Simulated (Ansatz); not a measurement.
Gas-phase electronic energies from Ansatz, PBE0-D4/def2-TZVP geometries. CCSD(T)/CBS adds triple-zeta CCSD(T) − MP2 to the extrapolated MP2 energy (def2 sets, frozen cores). This one scheme is used for every species, atoms too. Functionals use def2-TZVPP. HSE06 is defined as in plane-wave codes. No spin–orbit coupling; open shells (•) take unrestricted orbitals. Spin–orbit coupling would lower the free atoms: a little for C, O; clearly for Ga. Bonds to Ga are less sure, by a few kJ/mol each and by 10 to 20 or more in all where they break to atoms, as the def2 sets lack core-valence functions. Scalar relativity is left out up to krypton. Each species was taken in one conformer, which may not be the lowest.

Reaction (atomization): `O/C=[N]/[GaH2]` → C• + Ga• + 4 H• + N• + O•

| level | ΔE (kJ/mol) | difference from CCSD(T)/CBS |
| --- | --- | --- |
| revPBE-D4 | 2724.7 | -3.7 |
| r2SCAN-D4 | 2736.0 | 7.6 |
| HSE06-D4 | 2725.9 | -2.5 |
| CAM-B3LYP-D4 | 2743.8 | 15.4 |
| BLYP | 2716.0 | -12.4 |
| PBE0 | 2711.8 | -16.6 |
| r2SCAN0 | 2657.7 | -70.7 |
| HF/def2-TZVPP | 1802.9 | -925.5 |
| SCS-MP2/def2-TZVPP | 2700.9 | -27.5 |
| MP2/def2-QZVPP | 2761.5 | 33.1 |
| CCSD(T)/CBS | 2728.4 | 0 |

Largest T1 diagnostic among the species: 0.016.

From BLYP to BHLYP (50 % exact exchange), in def2-TZVPP and without D4, ΔE moves by −130.8 kJ/mol: exact exchange takes away binding that semilocal exchange gives to molecules. The D4 term adds +21.9 kJ/mol with B3LYP and +11.4 kJ/mol with PBE0; it sums over pairs of atoms, weighted by their polarisabilities, and B3LYP, whose exchange is more repulsive, gets the larger term.

B3LYP here is the variant with VWN-RPA as its local correlation; programs differ in this.

For atomizations the MP2-based limit and the directly extrapolated one differ by several kJ/mol either way, and by 10 to 25 for some Ge, Se and Sn compounds, so smaller differences from it don't rank the levels.
